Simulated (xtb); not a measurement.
xtb input (GFN1-xTB):

```bash
xtb mol.xyz --gfn 1 --sp --chrg 0 --uhf 0
```
mol.xyz:
```
18

C     -2.52501840     0.21243626    -0.13262213
C     -1.17074495     0.79232266     0.13689305
C      0.01916186     0.24719386    -0.14519223
Si     1.57575671     1.17086126     0.30441658
C      0.17970830    -1.11173414    -0.79468995
C      0.24773204    -2.24428424     0.23649285
H     -2.48348096    -0.74602922    -0.64672040
H     -3.12505706     0.89980638    -0.73590266
H     -3.06895457     0.06731470     0.80559845
H     -1.18907021     1.76448458     0.62383812
H      2.44852634     0.35148299     1.18431235
H      2.36792438     1.47941801    -0.91401599
H      1.23775771     2.43485893     1.00088562
H      1.09339720    -1.12518281    -1.39659673
H     -0.63905380    -1.30315840    -1.49197879
H     -0.67697698    -2.29622616     0.81359429
H      1.06695878    -2.08504830     0.93975037
H      0.40240236    -3.20938477    -0.24988624
```

End of the output:

```
         :::::::::::::::::::::::::::::::::::::::::::::::::::::
         ::                     SUMMARY                     ::
         :::::::::::::::::::::::::::::::::::::::::::::::::::::
         :: total energy             -18.883846063431 Eh    ::
         :: gradient norm              0.029181514358 Eh/a0 ::
         :: HOMO-LUMO gap              4.522397943965 eV    ::
         ::.................................................::
         :: SCC energy               -19.146649675544 Eh    ::
         :: -> electrostatic           0.003915170737 Eh    ::
         :: repulsion energy           0.270193007697 Eh    ::
         :: dispersion energy         -0.007389395583 Eh    ::
         :: halogen bond corr.         0.000000000000 Eh    ::
         :: add. restraining           0.000000000000 Eh    ::
         :: total charge              -0.000000000000 e     ::
         :::::::::::::::::::::::::::::::::::::::::::::::::::::

           -------------------------------------------------
          |                Property Printout                |
           -------------------------------------------------

    * Orbital Energies and Occupations

         #    Occupation            Energy/Eh            Energy/eV
      -------------------------------------------------------------
         1        2.0000           -0.6578280             -17.9004
       ...           ...                  ...                  ...
         6        2.0000           -0.5759472             -15.6723
         7        2.0000           -0.5525691             -15.0362
         8        2.0000           -0.5373824             -14.6229
         9        2.0000           -0.5316816             -14.4678
        10        2.0000           -0.5294514             -14.4071
        11        2.0000           -0.5119377             -13.9305
        12        2.0000           -0.5026285             -13.6772
        13        2.0000           -0.4891709             -13.3110
        14        2.0000           -0.4729063             -12.8684
        15        2.0000           -0.4657936             -12.6749
        16        2.0000           -0.4652450             -12.6600
        17        2.0000           -0.4318081             -11.7501
        18        2.0000           -0.4307750             -11.7220 (HOMO)
        19                         -0.2645799              -7.1996 (LUMO)
        20                         -0.1915985              -5.2137
        21                         -0.1738918              -4.7318
        22                         -0.1659660              -4.5162
        23                         -0.1391703              -3.7870
        24                         -0.1209879              -3.2922
        25                         -0.1108229              -3.0156
        26                         -0.0961367              -2.6160
        27                         -0.0797287              -2.1695
        28                         -0.0682742              -1.8578
        29                         -0.0629587              -1.7132
       ...                                ...                  ...
        53                          1.3204705              35.9318
      -------------------------------------------------------------
                  HL-Gap            0.1661951 Eh            4.5224 eV
             Fermi-level           -0.3476774 Eh           -9.4608 eV

  Mulliken/CM5 charges         n(s)   n(p)   n(d)
     1C    -0.08745 -0.23415   1.005  3.082  0.000
     2C     0.00548 -0.05108   1.077  2.918  0.000
     3C    -0.10219 -0.08168   1.105  2.997  0.000
     4Si    0.22171 -0.06740   1.305  1.940  0.533
     5C    -0.02760 -0.13076   1.023  3.005  0.000
     6C    -0.07995 -0.22960   1.008  3.072  0.000
     7H     0.03594  0.08921   0.964  0.000  0.000
     8H     0.03959  0.09074   0.960  0.000  0.000
     9H     0.04087  0.09207   0.959  0.000  0.000
    10H     0.03006  0.08829   0.970  0.000  0.000
    11H    -0.07350  0.00699   1.073  0.000  0.000
    12H    -0.07340  0.00699   1.073  0.000  0.000
    13H    -0.07309  0.00818   1.073  0.000  0.000
    14H     0.02924  0.08610   0.971  0.000  0.000
    15H     0.02545  0.08165   0.975  0.000  0.000
    16H     0.02774  0.07992   0.972  0.000  0.000
    17H     0.03218  0.08463   0.968  0.000  0.000
    18H     0.02889  0.07989   0.971  0.000  0.000

Wiberg/Mayer (AO) data.
largest (>0.10) Wiberg bond orders for each atom

 ---------------------------------------------------------------------------
     #   Z sym  total        # sym  WBO       # sym  WBO       # sym  WBO
 ---------------------------------------------------------------------------
     1   6 C    3.997 --     2 C    1.034     7 H    0.981     8 H    0.970
                             9 H    0.968
     2   6 C    3.990 --     3 C    1.792     1 C    1.034    10 H    0.959
                             4 Si   0.138
     3   6 C    3.960 --     2 C    1.792     4 Si   1.061     5 C    0.988
     4  14 Si   4.114 --     3 C    1.061    12 H    0.933    11 H    0.932
                            13 H    0.932     2 C    0.138
     5   6 C    3.998 --     6 C    1.001     3 C    0.988    15 H    0.970
                            14 H    0.965
     6   6 C    3.997 --     5 C    1.001    16 H    0.988    18 H    0.987
                            17 H    0.983
     7   1 H    1.004 --     1 C    0.981
     8   1 H    1.005 --     1 C    0.970
     9   1 H    1.006 --     1 C    0.968
    10   1 H    1.006 --     2 C    0.959
    11   1 H    0.990 --     4 Si   0.932
    12   1 H    0.989 --     4 Si   0.933
    13   1 H    0.989 --     4 Si   0.932
    14   1 H    1.007 --     5 C    0.965
    15   1 H    1.008 --     5 C    0.970
    16   1 H    1.005 --     6 C    0.988
    17   1 H    1.005 --     6 C    0.983
    18   1 H    1.005 --     6 C    0.987
 ---------------------------------------------------------------------------

Topologies differ in total number of bonds
Writing topology from bond orders to xtbtopo.mol

 dipole moment from electron density (au)
     X       Y       Z
  -0.6524  -0.2712  -0.0907  total (Debye):    1.810

           -------------------------------------------------
          | TOTAL ENERGY              -18.883846063431 Eh   |
          | GRADIENT NORM               0.029181514358 Eh/α |
          | HOMO-LUMO GAP               4.522397943965 eV   |
           -------------------------------------------------

------------------------------------------------------------------------
Note: The following floating-point exceptions are signalling: IEEE_DENORMAL
normal termination of xtb
------------------------------------------------------------------------
 total:
 SCF:
```
